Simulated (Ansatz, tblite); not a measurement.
Series GeMe3X: gap (eV) at several levels, gas phase, relaxed structures; Ansatz, xTB through tblite. The structures are stationary points that may keep the symmetry of their start.

```tsv
species	state	geometry	GFN1-xTB	GFN2-xTB	PBE-D4/def2-TZVP	r2SCAN-D4/def2-TZVP	PBE0-D4/def2-SVP	PBE0-D4/def2-TZVP
GeBrMe3 (C3H9BrGe)	singlet	r2SCAN-D4/def2-SVP	6.16	6.20	5.95	6.57	8.29	8.16
Ge(NCO)Me3 (C4H9GeNO)	singlet	PBE0-D4/def2-SVP	6.74	6.43	6.34	7.38	8.96	8.45
Ge(CF3)Me3 (C4H9F3Ge)	singlet	PBE0-D4/def2-SVP	7.53	8.96	7.03	8.07	9.75	9.26
GeMe3(NHMe) (C4H13GeN)	singlet	B3LYP-D4/def2-SVP	5.94	7.01	4.82	5.79	7.42	6.97
GeMe3(OiPr) (C6H16GeO)	singlet	PBE-D4/def2-SVP	7.03	7.69	5.64	6.60	8.35	7.91
GeMe3(NHiPr) (C6H17GeN)	singlet	PBE-D4/def2-SVP	5.85	6.74	4.81	5.71	7.37	6.93
Ge(tBu)Me3 (C7H18Ge)	singlet	PBE-D4/def2-SVP	6.57	7.83	5.89	6.73	8.33	7.81
GeMe3(OSiMe3) (C6H18GeOSi)	singlet	PBE0-D4/def2-SVP	6.71	6.77	6.00	6.96	8.61	8.15
```

Over the 8 species that have every level, the mean is 6.57 at GFN1-xTB, 7.20 at GFN2-xTB, 5.81 at PBE-D4/def2-TZVP, 6.72 at r2SCAN-D4/def2-TZVP, 8.38 at PBE0-D4/def2-SVP, 7.95 at PBE0-D4/def2-TZVP. Orbital gaps grow with the share of exact exchange and aren't one observable across functionals.
